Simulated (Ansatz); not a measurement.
Reaction (cleavage of the Si–B bond): `ClC[SiH2]B(Cl)Cl` + HCl → `ClC[SiH2]Cl` + `ClBCl`

Computed with Ansatz on PBE0-D4/def2-TZVP structures; ΔE is electronic, products minus reactants. CCSD(T)/CBS adds triple-zeta CCSD(T) − MP2 to the extrapolated MP2 energy (def2 sets, frozen cores). This one scheme is used for every species. DFT in def2-TZVPP. B3LYP here is the variant with VWN-RPA as its local correlation; programs differ in this. HSE06 is defined as in plane-wave codes. One conformer a species, not always the lowest.

```csv
level,ΔE (kcal/mol),difference from CCSD(T)/CBS
PBE-D4,-24.3,2.7
revPBE-D4,-23.9,3.1
BLYP-D4,-25.5,1.5
B97M-V,-27.2,-0.2
r2SCANh-D4,-27.6,-0.6
r2SCAN0-D4,-28.0,-1.0
ωB97M-V,-28.1,-1.1
revPBE,-26.5,0.5
BLYP,-28.4,-1.4
B3LYP,-29.2,-2.2
HSE06,-27.2,-0.2
MP2/def2-SVP,-26.3,0.7
MP2/def2-TZVPP,-28.3,-1.3
MP2/def2-QZVPP,-28.7,-1.7
SCS-MP2/def2-QZVPP,-29.2,-2.2
MP2/CBS(def2),-28.8,-1.8
CCSD(T)/CBS,-27.0,0
```

Largest T1 diagnostic among the species: 0.012.

In def2-TZVPP, CCSD(T) changes the Hartree–Fock value by +6.7 kcal/mol (the triples alone add +0.9 kcal/mol) and MP2 by +4.9 kcal/mol. The D4 term adds +2.4 kcal/mol with B3LYP and +1.5 kcal/mol with PBE0; it sums over pairs of atoms, weighted by their polarisabilities, and B3LYP, whose exchange is more repulsive, gets the larger term. From r2SCAN to r2SCAN0 (25 % exact exchange), in def2-TZVPP and without D4, ΔE moves by −0.8 kcal/mol.

CCSD(T)/CBS has its own doubt, a few kJ/mol and more with outer-core shells, so smaller differences from it don't rank the levels.
